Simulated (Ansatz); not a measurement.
Steps of a relaxation of `[SiH3][O][Al][SH]` radical with UKS PBE-D4/def2-SVP.

```sh
$ ansatz run in.yaml --threads 4 --pin off --events-out ev --progress --plain --max-ram 10444MiB
```

```yaml
crystal:
  periodic: [false, false, false]
  atoms:
    - {symbol: Si, position_ang: [-0.122700, 1.267600, -0.032500]}
    - {symbol: O, position_ang: [0.214800, 0.423000, 1.374700]}
    - {symbol: Al, position_ang: [1.063400, -1.076900, 0.776500]}
    - {symbol: S, position_ang: [-0.011500, -2.929000, 0.262100]}
    - {symbol: H, position_ang: [-1.042700, 0.509400, -0.940300]}
    - {symbol: H, position_ang: [-0.890200, 2.552400, 0.337000]}
    - {symbol: H, position_ang: [1.082000, 1.701400, -0.757300]}
    - {symbol: H, position_ang: [-0.200800, -2.504900, -1.076000]}
basis:
  gaussian: {orbitals: def2-SVP}
magnetization: {spin_polarized: true, initial_magnetization: 1}
hamiltonian: {xc: pbe, dispersion: d4}
relax: {f_tol: 0.03, max_steps: 200}
```

Positions (Å) and forces (eV/Å) along the path, 16 of 17 steps:

```xyz
8
step=1 energy=-27399.5065 eV
Si   -0.123    1.268   -0.033   -1.427    1.664    0.577
O     0.215    0.423    1.375    0.761   -1.366   -0.600
Al    1.063   -1.077    0.776   -0.004    0.804    0.805
S    -0.011   -2.929    0.262   -0.452   -0.183   -1.055
H    -1.043    0.509   -0.940    0.026   -0.249   -0.235
H    -0.890    2.552    0.337    0.297   -0.462   -0.127
H     1.082    1.701   -0.757    0.594    0.031   -0.407
H    -0.201   -2.505   -1.076    0.204   -0.239    1.042
8
step=3 energy=-27399.8530 eV
Si   -0.177    1.395   -0.057    0.216   -0.462    0.116
O     0.232    0.303    1.188    0.095    0.106   -0.751
Al    1.091   -1.191    0.829   -0.163    0.107    0.333
S    -0.039   -3.073    0.324    0.068    0.007    0.116
H    -1.046    0.670   -1.073    0.051    0.163    0.086
H    -0.902    2.590    0.467   -0.045    0.043    0.120
H     1.079    1.847   -0.787   -0.179    0.003    0.101
H    -0.146   -2.598   -0.948   -0.042    0.033   -0.122
8
step=4 energy=-27400.0103 eV
Si   -0.171    1.392   -0.116    0.004   -0.051    0.081
O     0.247    0.231    1.029    0.201   -0.123   -0.414
Al    1.112   -1.287    0.992   -0.180    0.123    0.324
S     0.057   -3.149    0.319    0.113    0.151   -0.210
H    -1.047    0.768   -1.180    0.016    0.057    0.027
H    -0.915    2.525    0.535    0.035   -0.058    0.003
H     1.065    1.935   -0.800   -0.081   -0.006    0.049
H    -0.255   -2.473   -0.835   -0.107   -0.093    0.141
8
step=5 energy=-27400.0779 eV
Si   -0.166    1.388   -0.159   -0.033    0.080    0.130
O     0.268    0.187    0.921    0.443   -0.569   -0.094
Al    1.109   -1.337    1.179   -0.597    0.350   -0.095
S     0.200   -3.190    0.257   -0.357    1.007   -0.928
H    -1.042    0.819   -1.250   -0.005    0.035    0.022
H    -0.918    2.483    0.569    0.084   -0.147   -0.098
H     1.059    1.984   -0.812   -0.052    0.002    0.023
H    -0.417   -2.391   -0.762    0.516   -0.758    1.041
8
step=6 energy=-27400.1397 eV
Si   -0.150    1.373   -0.168   -0.216    0.270    0.093
O     0.275    0.168    0.910   -0.194    0.555   -0.375
Al    1.041   -1.319    1.204    0.246   -0.865    0.239
S     0.275   -3.179    0.194   -0.355    0.782   -0.527
H    -1.038    0.832   -1.263    0.020   -0.034    0.036
H    -0.905    2.450    0.578    0.085   -0.102   -0.093
H     1.061    1.985   -0.824    0.012   -0.043    0.053
H    -0.465   -2.367   -0.687    0.402   -0.563    0.573
8
step=7 energy=-27400.1983 eV
Si   -0.143    1.417   -0.191    0.071   -0.111   -0.020
O     0.352    0.147    0.772   -0.045    0.042   -0.009
Al    0.907   -1.380    1.336    0.049    0.263    0.049
S     0.397   -3.166    0.142   -0.184   -0.230   -0.158
H    -1.059    0.915   -1.278   -0.016    0.011    0.000
H    -0.878    2.442    0.623   -0.017    0.017    0.047
H     1.049    2.068   -0.842   -0.006    0.014    0.015
H    -0.534   -2.500   -0.616    0.148   -0.006    0.076
8
step=8 energy=-27400.2178 eV
Si   -0.153    1.436   -0.214   -0.034    0.066   -0.047
O     0.319    0.092    0.637    0.068   -0.158    0.080
Al    0.925   -1.369    1.307   -0.020    0.001   -0.015
S     0.323   -3.250    0.271   -0.002    0.028    0.016
H    -1.095    1.034   -1.320   -0.006    0.029   -0.014
H    -0.857    2.404    0.696   -0.012    0.028    0.001
H     1.047    2.111   -0.820    0.000    0.035   -0.018
H    -0.416   -2.515   -0.612    0.006   -0.029   -0.003
8
step=9 energy=-27400.2200 eV
Si   -0.152    1.451   -0.216   -0.019    0.044   -0.030
O     0.326    0.096    0.618    0.028   -0.111    0.021
Al    0.913   -1.370    1.293    0.019    0.008    0.037
S     0.325   -3.273    0.296    0.004    0.005    0.018
H    -1.094    1.063   -1.326   -0.007    0.022   -0.009
H    -0.856    2.407    0.707   -0.011    0.015    0.005
H     1.044    2.140   -0.815    0.003    0.022   -0.012
H    -0.413   -2.571   -0.613   -0.017   -0.005   -0.029
8
step=10 energy=-27400.2090 eV rejected
Si   -0.152    1.493   -0.240   -0.095   -0.073    0.145
O     0.331    0.045    0.450   -0.040    0.144   -0.142
Al    0.892   -1.357    1.280   -0.143   -0.106   -0.149
S     0.273   -3.364    0.460   -0.136    0.513   -0.355
H    -1.130    1.248   -1.374    0.115   -0.026    0.151
H    -0.828    2.369    0.798    0.076   -0.130   -0.126
H     1.027    2.250   -0.797    0.007   -0.069    0.028
H    -0.320   -2.740   -0.633    0.216   -0.254    0.449
8
step=11 energy=-27400.2234 eV
Si   -0.151    1.457   -0.224    0.017   -0.044    0.003
O     0.338    0.065    0.549   -0.025    0.093   -0.045
Al    0.907   -1.365    1.306   -0.013   -0.041   -0.013
S     0.304   -3.283    0.344    0.019   -0.025    0.029
H    -1.103    1.117   -1.342   -0.005    0.000    0.002
H    -0.851    2.377    0.738    0.002    0.003    0.017
H     1.035    2.174   -0.811    0.005    0.006    0.010
H    -0.387   -2.600   -0.616   -0.001    0.007   -0.002
8
step=12 energy=-27400.2249 eV
Si   -0.152    1.484   -0.243    0.042   -0.198    0.151
O     0.342    0.045    0.454   -0.043    0.105   -0.065
Al    0.875   -1.360    1.293   -0.035    0.050   -0.054
S     0.295   -3.327    0.413   -0.020    0.099   -0.037
H    -1.122    1.194   -1.361    0.038    0.039    0.023
H    -0.836    2.351    0.785    0.026   -0.026   -0.058
H     1.037    2.227   -0.794   -0.035   -0.010   -0.006
H    -0.348   -2.669   -0.602    0.028   -0.059    0.047
8
step=13 energy=-27400.2263 eV
Si   -0.152    1.484   -0.236    0.035   -0.091    0.050
O     0.339    0.047    0.459   -0.047    0.081   -0.055
Al    0.878   -1.358    1.290   -0.031    0.023   -0.046
S     0.302   -3.328    0.415   -0.018    0.067   -0.033
H    -1.115    1.210   -1.364    0.007   -0.006    0.035
H    -0.838    2.358    0.784    0.023   -0.034   -0.028
H     1.032    2.226   -0.797   -0.002   -0.007    0.023
H    -0.355   -2.697   -0.607    0.033   -0.034    0.054
8
step=14 energy=-27400.2291 eV
Si   -0.156    1.492   -0.242   -0.005    0.011   -0.006
O     0.296    0.027    0.408   -0.008    0.002   -0.011
Al    0.865   -1.343    1.273    0.003   -0.017    0.005
S     0.328   -3.338    0.441    0.003    0.012    0.003
H    -1.126    1.268   -1.371    0.002    0.006    0.003
H    -0.819    2.353    0.801    0.004   -0.005    0.000
H     1.048    2.222   -0.777    0.000   -0.002    0.003
H    -0.343   -2.740   -0.588    0.002   -0.006    0.003
8
step=15 energy=-27400.2300 eV
Si   -0.161    1.511   -0.254   -0.002   -0.059    0.005
O     0.252   -0.010    0.300   -0.020    0.059    0.006
Al    0.835   -1.321    1.254   -0.035    0.013   -0.062
S     0.355   -3.365    0.505   -0.015    0.061   -0.025
H    -1.145    1.384   -1.392    0.048    0.006    0.064
H    -0.791    2.331    0.845    0.011   -0.039   -0.032
H     1.061    2.240   -0.750   -0.015   -0.017    0.001
H    -0.312   -2.828   -0.562    0.029   -0.023    0.044
8
step=16 energy=-27400.2308 eV
Si   -0.160    1.517   -0.254   -0.042   -0.024   -0.042
O     0.229   -0.010    0.291    0.007   -0.013    0.013
Al    0.825   -1.316    1.241    0.000    0.008   -0.005
S     0.371   -3.370    0.511   -0.014    0.038   -0.018
H    -1.147    1.407   -1.389    0.030    0.009    0.028
H    -0.787    2.332    0.848    0.015    0.003    0.000
H     1.070    2.231   -0.750   -0.007   -0.003    0.012
H    -0.308   -2.848   -0.554    0.011   -0.018    0.013
8
step=17 energy=-27400.2311 eV
Si   -0.164    1.515   -0.254    0.006   -0.005    0.012
O     0.219   -0.012    0.294   -0.002    0.004   -0.004
Al    0.828   -1.313    1.241   -0.003    0.003    0.001
S     0.370   -3.366    0.512    0.003   -0.001   -0.002
H    -1.148    1.411   -1.387   -0.004   -0.002   -0.005
H    -0.781    2.337    0.847    0.002    0.000   -0.002
H     1.071    2.221   -0.749   -0.001    0.001    0.000
H    -0.302   -2.849   -0.560   -0.002    0.000    0.001
```

Run time 18 s (4 threads of an Intel Xeon Platinum 8488C on a shared host); peak host memory 0.2 GiB.
